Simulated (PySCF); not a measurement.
# Spinor energies of Pm²⁺ (promethium, charge +2)

Start: [Xe] 4f5; 4f5/2 filled at m_j = -3/2, -1/2, +1/2, +3/2, +5/2. Calculated with PySCF 2.14 in x2c-SVPall-2c (7s10p9d3f1g, 112 functions): generalised Hartree-Fock with the X2C-1e Hamiltonian and a Gaussian nucleus; one run each with spin-orbit coupling (SO) switched off, then screened by Boettger's factors.

```json
{"spinor shell": "1s1/2", "electrons": "2", "ε, spin-free (eV)": "-45417.1", "ε, screened SO (eV)": "-45409.9", "weight of nominal j (screened SO)": "1.000", "rms radius, screened SO (bohr)": "0.0264"}
{"spinor shell": "2s1/2", "electrons": "2", "ε, spin-free (eV)": "-7509.3", "ε, screened SO (eV)": "-7507.1", "weight of nominal j (screened SO)": "1.000", "rms radius, screened SO (bohr)": "0.107"}
{"spinor shell": "2p1/2", "electrons": "2", "ε, spin-free (eV)": "-6701.5", "ε, screened SO (eV)": "-7095.0", "weight of nominal j (screened SO)": "1.000", "rms radius, screened SO (bohr)": "0.0918"}
{"spinor shell": "2p3/2", "electrons": "4", "ε, spin-free (eV)": "-6701.5", "ε, screened SO (eV)": "-6530.2", "weight of nominal j (screened SO)": "1.000", "rms radius, screened SO (bohr)": "0.0979"}
{"spinor shell": "3s1/2", "electrons": "2", "ε, spin-free (eV)": "-1694.8", "ε, screened SO (eV)": "-1694.1", "weight of nominal j (screened SO)": "1.000", "rms radius, screened SO (bohr)": "0.277"}
{"spinor shell": "3p1/2", "electrons": "2", "ε, spin-free (eV)": "-1435.6", "ε, screened SO (eV)": "-1516.7", "weight of nominal j (screened SO)": "1.000", "rms radius, screened SO (bohr)": "0.269"}
{"spinor shell": "3p3/2", "electrons": "4", "ε, spin-free (eV)": "-1435.6", "ε, screened SO (eV)": "-1399.9", "weight of nominal j (screened SO)": "1.000", "rms radius, screened SO (bohr)": "0.282"}
{"spinor shell": "3d3/2", "electrons": "4", "ε, spin-free (eV)": "-1079.7", "ε, screened SO (eV)": "-1094.7", "weight of nominal j (screened SO)": "0.996", "rms radius, screened SO (bohr)": "0.254"}
{"spinor shell": "3d5/2", "electrons": "6", "ε, spin-free (eV)": "-1079.7", "ε, screened SO (eV)": "-1068.9", "weight of nominal j (screened SO)": "0.997", "rms radius, screened SO (bohr)": "0.257"}
{"spinor shell": "4s1/2", "electrons": "2", "ε, spin-free (eV)": "-367.90", "ε, screened SO (eV)": "-367.66", "weight of nominal j (screened SO)": "1.000", "rms radius, screened SO (bohr)": "0.630"}
{"spinor shell": "4p1/2", "electrons": "2", "ε, spin-free (eV)": "-280.17", "ε, screened SO (eV)": "-299.32", "weight of nominal j (screened SO)": "0.976", "rms radius, screened SO (bohr)": "0.652"}
{"spinor shell": "4p3/2", "electrons": "4", "ε, spin-free (eV)": "-280.17", "ε, screened SO (eV)": "-271.55", "weight of nominal j (screened SO)": "0.988", "rms radius, screened SO (bohr)": "0.679"}
{"spinor shell": "4d3/2", "electrons": "4", "ε, spin-free (eV)": "-153.06", "ε, screened SO (eV)": "-160.64", "weight of nominal j (screened SO)": "0.714", "rms radius, screened SO (bohr)": "0.743"}
{"spinor shell": "4d5/2", "electrons": "6", "ε, spin-free (eV)": "-153.06", "ε, screened SO (eV)": "-147.79", "weight of nominal j (screened SO)": "0.809", "rms radius, screened SO (bohr)": "0.747"}
{"spinor shell": "5s1/2", "electrons": "2", "ε, spin-free (eV)": "-64.518", "ε, screened SO (eV)": "-64.474", "weight of nominal j (screened SO)": "1.000", "rms radius, screened SO (bohr)": "1.55"}
{"spinor shell": "5p1/2", "electrons": "2", "ε, spin-free (eV)": "-40.954", "ε, screened SO (eV)": "-44.049", "weight of nominal j (screened SO)": "0.919", "rms radius, screened SO (bohr)": "1.74"}
{"spinor shell": "4f5/2", "electrons": "5", "ε, spin-free (eV)": "-25.374", "ε, screened SO (eV)": "-25.354", "weight of nominal j (screened SO)": "0.630", "rms radius, screened SO (bohr)": "1.10"}
```

Q: Where does 5p3/2 lie, and what is the 5p spin-orbit splitting (screened SO)?

A: At -39.553 eV, 4.496 eV above 5p1/2.

```json
{"quantity": "E (hartree)", "spin-free": "-10012.89105", "screened SO": "-10018.22405"}
{"quantity": "M_J", "spin-free": "5/2", "screened SO": "5/2"}
{"quantity": "⟨J²⟩", "spin-free": "13.766", "screened SO": "13.155"}
{"quantity": "⟨L²⟩", "spin-free": "30.011", "screened SO": "29.864"}
{"quantity": "⟨S²⟩", "spin-free": "8.755", "screened SO": "8.707"}
```

The determinant has a definite M_J but mixes levels of different J.

Each row is a mean over spinors that exchange with the open shell spreads, by up to 8.550 eV (4d3/2).

Rows whose weight is well below 1 are mixtures of j = l ± 1/2: exchange outweighs spin-orbit coupling there, and the label is only the starting occupation.

Breit and QED terms are absent; they matter most for the inner s and p1/2 levels.

Densities and radii are taken from the X2C orbitals without a picture-change correction, which distorts them close to the nucleus.

Without spin-orbit coupling the j labels of p, d and f shells carry no meaning; the spin-free column gives the mean over the occupied spinors of each nl shell, and its ⟨J²⟩ belongs to a mixture of degenerate components.
